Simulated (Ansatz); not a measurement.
Ansatz (an electronic-structure program) input (B3LYP-D3(BJ)/def2-TZVP):

Ansatz 0.2 input:
```yaml
crystal:
  periodic: [false, false, false]
  atoms:
    - {symbol: C, position_ang: [-1.50637654, 0.06854850, -0.21056369]}
    - {symbol: C, position_ang: [-0.14167651, 0.13512946, 0.47412307]}
    - {symbol: C, position_ang: [0.93509957, -0.38011400, -0.48354621]}
    - {symbol: S, position_ang: [2.56530716, -0.16884970, 0.29025322]}
    - {symbol: H, position_ang: [-1.75967723, -0.96655971, -0.44181303]}
    - {symbol: H, position_ang: [-2.29750705, 0.48339130, 0.42159097]}
    - {symbol: H, position_ang: [-1.48083290, 0.62362465, -1.14769176]}
    - {symbol: H, position_ang: [0.07848950, 1.18403208, 0.72169561]}
    - {symbol: H, position_ang: [-0.22203065, -0.40416275, 1.44277957]}
    - {symbol: H, position_ang: [0.83227356, -1.48992771, -0.54190907]}
    - {symbol: H, position_ang: [2.97235413, 0.88013498, -0.45919624]}
basis:
  gaussian:
    orbitals: def2-TZVP
hamiltonian:
  xc: b3lyp
  dispersion: d3bj
total_charge: -1
relax: {f_tol: 0.002, max_steps: 150}
```

Output:

```
Functional definition: B3LYP
integrals: 0.08 GiB planned
1119 factors; their error is unknown
mean field: 0.79 GiB planned
mean field evaluation 1: about -14055.5275 eV, gradient 4.9e1 eV
mean field evaluation 2: about -14041.3812 eV, gradient 8.4e1 eV
mean field evaluation 4: about -14061.5806 eV, gradient 5.1e0 eV
mean field evaluation 8: about -14061.6380 eV, gradient 4.8e-1 eV
mean field evaluation 16: about -14061.6383 eV, gradient 5.4e-5 eV
mean field -14061.63831838 eV, -516.7556768796 hartree, gradient 9.3e-6 eV, S^2 0.000000; 0 other end points of the search recorded, 0 dependent functions left out
the calculation of the forces begins
reference -14061.63858548 eV, -516.7556866955 hartree; 21, 21 occupied and 151, 151 virtual orbitals, 1119 factors
relax step   1: F+E_penalty+E_count = -14062.01028134 eV  Δ(F+E_penalty+E_count) = +0.000e0 eV  max|allowed force component| = 5.625e-1 eV/Å  Δτ_max = 0.0000 Å  (30 SCF iters, accepted)
these checks for a lower state are left out or cut short: starts, cluster_reference, orbital_swaps, neighbouring_geometries, increment
integrals: 0.08 GiB planned
1119 factors; their error is unknown
mean field: 0.79 GiB planned
mean field -14061.68613699 eV, -516.7574341811 hartree, gradient 1.9e-5 eV, S^2 0.000000; 0 other end points of the search recorded, 0 dependent functions left out
the calculation of the forces begins
reference -14061.68640572 eV, -516.7574440567 hartree; 21, 21 occupied and 151, 151 virtual orbitals, 1119 factors
relax step   2: F+E_penalty+E_count = -14062.05223057 eV  Δ(F+E_penalty+E_count) = -4.195e-2 eV  max|allowed force component| = 3.290e-1 eV/Å  Δτ_max = 0.1944 Å  (31 SCF iters, accepted)
these checks for a lower state are left out or cut short: starts, cluster_reference, orbital_swaps, neighbouring_geometries, increment
integrals: 0.08 GiB planned
1119 factors; their error is unknown
mean field: 0.79 GiB planned
mean field evaluation 32: about -14061.6953 eV, gradient 1.5e-5 eV
mean field -14061.69529568 eV, -516.7577707569 hartree, gradient 1.5e-5 eV, S^2 0.000000; 0 other end points of the search recorded, 0 dependent functions left out
the calculation of the forces begins
reference -14061.69556391 eV, -516.7577806141 hartree; 21, 21 occupied and 151, 151 virtual orbitals, 1119 factors
relax step   3: F+E_penalty+E_count = -14062.06252322 eV  Δ(F+E_penalty+E_count) = -1.029e-2 eV  max|allowed force component| = 2.137e-1 eV/Å  Δτ_max = 0.0389 Å  (30 SCF iters, accepted)
these checks for a lower state are left out or cut short: starts, cluster_reference, orbital_swaps, neighbouring_geometries, increment
integrals: 0.08 GiB planned
1119 factors; their error is unknown
mean field: 0.79 GiB planned
mean field -14061.70038796 eV, -516.7579578947 hartree, gradient 1.5e-5 eV, S^2 0.000000; 0 other end points of the search recorded, 0 dependent functions left out
the calculation of the forces begins
reference -14061.70065471 eV, -516.7579676976 hartree; 21, 21 occupied and 151, 151 virtual orbitals, 1119 factors
relax step   4: F+E_penalty+E_count = -14062.06815493 eV  Δ(F+E_penalty+E_count) = -5.632e-3 eV  max|allowed force component| = 1.302e-1 eV/Å  Δτ_max = 0.0398 Å  (32 SCF iters, accepted)
these checks for a lower state are left out or cut short: starts, cluster_reference, orbital_swaps, neighbouring_geometries, increment
integrals: 0.08 GiB planned
1119 factors; their error is unknown
mean field: 0.79 GiB planned
mean field -14061.70156715 eV, -516.7580012292 hartree, gradient 1.5e-5 eV, S^2 0.000000; 0 other end points of the search recorded, 0 dependent functions left out
the calculation of the forces begins
reference -14061.70183314 eV, -516.7580110042 hartree; 21, 21 occupied and 151, 151 virtual orbitals, 1119 factors
relax step   5: F+E_penalty+E_count = -14062.06972064 eV  Δ(F+E_penalty+E_count) = -1.566e-3 eV  max|allowed force component| = 3.637e-2 eV/Å  Δτ_max = 0.0277 Å  (32 SCF iters, accepted)
these checks for a lower state are left out or cut short: starts, cluster_reference, orbital_swaps, neighbouring_geometries, increment
integrals: 0.08 GiB planned
1119 factors; their error is unknown
mean field: 0.79 GiB planned
mean field -14061.70165627 eV, -516.7580045043 hartree, gradient 1.5e-5 eV, S^2 0.000000; 0 other end points of the search recorded, 0 dependent functions left out
the calculation of the forces begins
reference -14061.70192225 eV, -516.7580142788 hartree; 21, 21 occupied and 151, 151 virtual orbitals, 1119 factors
relax step   6: F+E_penalty+E_count = -14062.06983472 eV  Δ(F+E_penalty+E_count) = -1.141e-4 eV  max|allowed force component| = 8.951e-3 eV/Å  Δτ_max = 0.0057 Å  (33 SCF iters, accepted)
these checks for a lower state are left out or cut short: starts, cluster_reference, orbital_swaps, neighbouring_geometries, increment
integrals: 0.08 GiB planned
1119 factors; their error is unknown
mean field: 0.79 GiB planned
mean field -14061.70171968 eV, -516.7580068346 hartree, gradient 1.5e-5 eV, S^2 0.000000; 0 other end points of the search recorded, 0 dependent functions left out
the calculation of the forces begins
reference -14061.70198574 eV, -516.7580166120 hartree; 21, 21 occupied and 151, 151 virtual orbitals, 1119 factors
relax step   7: F+E_penalty+E_count = -14062.06986800 eV  Δ(F+E_penalty+E_count) = -3.328e-5 eV  max|allowed force component| = 6.379e-3 eV/Å  Δτ_max = 0.0069 Å  (33 SCF iters, accepted)
these checks for a lower state are left out or cut short: starts, cluster_reference, orbital_swaps, neighbouring_geometries, increment
integrals: 0.08 GiB planned
1119 factors; their error is unknown
mean field: 0.79 GiB planned
mean field evaluation 64: about -14061.7018 eV, gradient 2.7e-4 eV
mean field -14061.70175170 eV, -516.7580080110 hartree, gradient 1.5e-5 eV, S^2 0.000000; 0 other end points of the search recorded, 0 dependent functions left out
the calculation of the forces begins
reference -14061.70201773 eV, -516.7580177876 hartree; 21, 21 occupied and 151, 151 virtual orbitals, 1119 factors
relax step   8: F+E_penalty+E_count = -14062.06987935 eV  Δ(F+E_penalty+E_count) = -1.135e-5 eV  max|allowed force component| = 3.470e-3 eV/Å  Δτ_max = 0.0029 Å  (33 SCF iters, accepted)
these checks for a lower state are left out or cut short: starts, cluster_reference, orbital_swaps, neighbouring_geometries, increment
integrals: 0.08 GiB planned
1119 factors; their error is unknown
mean field: 0.79 GiB planned
mean field -14061.70176968 eV, -516.7580086720 hartree, gradient 1.5e-5 eV, S^2 0.000000; 0 other end points of the search recorded, 0 dependent functions left out
the calculation of the forces begins
reference -14061.70203572 eV, -516.7580184488 hartree; 21, 21 occupied and 151, 151 virtual orbitals, 1119 factors
relax step   9: F+E_penalty+E_count = -14062.06988156 eV  Δ(F+E_penalty+E_count) = -2.215e-6 eV  max|allowed force component| = 6.848e-4 eV/Å  Δτ_max = 0.0014 Å  (34 SCF iters, accepted)
integrals: 0.08 GiB planned
1119 factors; their error is unknown
mean field: 0.79 GiB planned
mean field evaluation 96: about -14061.7018 eV, gradient 5.2e-4 eV
mean field -14061.70176968 eV, -516.7580086720 hartree, gradient 1.5e-5 eV, S^2 0.000000; 1 other end points of the search recorded, 0 dependent functions left out
the calculation of the forces begins
reference -14061.70203572 eV, -516.7580184488 hartree; 21, 21 occupied and 151, 151 virtual orbitals, 1119 factors
Total energy: -14062.07014760 eV, -516.7715463109 hartree
Atom 0 at    -1.527122     0.045038    -0.201204 Å, force    -0.000685     0.000006    -0.000552 eV/Å
Atom 1 at    -0.159215     0.166257     0.479779 Å, force     0.000466    -0.000362    -0.000174 eV/Å
Atom 2 at     0.947523    -0.338713    -0.422955 Å, force    -0.000294    -0.000244     0.000322 eV/Å
Atom 3 at     2.573805    -0.169510     0.302752 Å, force    -0.000394    -0.000070     0.000403 eV/Å
Atom 4 at    -1.734279    -0.999499    -0.458869 Å, force    -0.000045     0.000334     0.000184 eV/Å
Atom 5 at    -2.345999     0.396285     0.441874 Å, force     0.000126    -0.000013     0.000016 eV/Å
Atom 6 at    -1.534306     0.613001    -1.136011 Å, force     0.000186    -0.000063     0.000070 eV/Å
Atom 7 at     0.019605     1.222905     0.718150 Å, force     0.000074    -0.000324    -0.000042 eV/Å
Atom 8 at    -0.251242    -0.333770     1.476085 Å, force     0.000245     0.000011     0.000137 eV/Å
Atom 9 at     0.812897    -1.404337    -0.646107 Å, force     0.000266     0.000584     0.000046 eV/Å
Atom 10 at     3.173757     0.767589    -0.487773 Å, force     0.000054     0.000141    -0.000411 eV/Å
Dipole moment:    -0.387361     0.082411     0.210742 e Å
```

It need not be the lowest isomer of its formula. Whether it binds its extra electron was not tested at this geometry.
